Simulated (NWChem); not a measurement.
Molecule: AgI; SMILES [Ag][I]

All runs: NWChem. Structure relaxed at the PBE0-D3(BJ)/def2-TZVP level. def2 effective core potentials on Ag, I; no spin-orbit coupling. Level: PBE0/def2-SVPD; rows give the wavelength of the field.

For field static:

| Property | Value |
|---|---|
| isotropic polarisability (bohr³) | 66.0 |
| anisotropy (bohr³) | 34.8 |

Problem. What are these values for field 1065 nm?

Solution. 
| Quantity | Value |
|---|---|
| isotropic polarisability (bohr³) | 68.2 |
| anisotropy (bohr³) | 36.8 |
